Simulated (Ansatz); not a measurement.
Start from `[CH3][Nb](=[NH])([NH2])[F]` and change one atom or group to get `[CH3][Nb](=[NH])([F])[Cl]`.

Ansatz, PBE0-D4/def2-TZVP geometries, multiplicity 1. Each molecule was computed in one conformer, which needn't be the lowest.

Elements past krypton have def2 core potentials.

```tsv
property	`[CH3][Nb](=[NH])([NH2])[F]`
HOMO energy (B3LYP/def2-TZVPP) / eV	-7.39
HOMO energy (ωB97M-V/def2-TZVPP) / eV	-9.97
LUMO energy (PBE0/def2-TZVPP) / eV	-1.08
HOMO–LUMO gap (PBE/def2-TZVPP) / eV	4.31
size of the dipole moment (B3LYP/def2-TZVPP) / D	2.06
size of the dipole moment (PBE/def2-TZVPP) / D	2.02
```

**Question.** What does the change do to each property? (An estimate is asked.)

**Answer.** Ansatz gave: 
```tsv
property	`[CH3][Nb](=[NH])([F])[Cl]`	shift
HOMO energy (B3LYP/def2-TZVPP) / eV	-8.13	-0.74
HOMO energy (ωB97M-V/def2-TZVPP) / eV	-10.65	-0.68
LUMO energy (PBE0/def2-TZVPP) / eV	-2.13	-1.05
HOMO–LUMO gap (PBE/def2-TZVPP) / eV	4.04	-0.27
size of the dipole moment (B3LYP/def2-TZVPP) / D	1.55	-0.51
size of the dipole moment (PBE/def2-TZVPP) / D	1.49	-0.53
```

With PBE0 the HOMO falls by 0.75 eV and the LUMO falls by 1.05 eV, so the gap narrows by about 0.30 eV. PBE moves the HOMO by -0.73 eV and ωB97M-V by -0.68 eV. The zero-point energy changes by -63.2 kJ/mol with -6 modes. Dipoles are sizes alone; their direction can turn.

B3LYP here is the variant with VWN-RPA as its local correlation; programs differ in this.
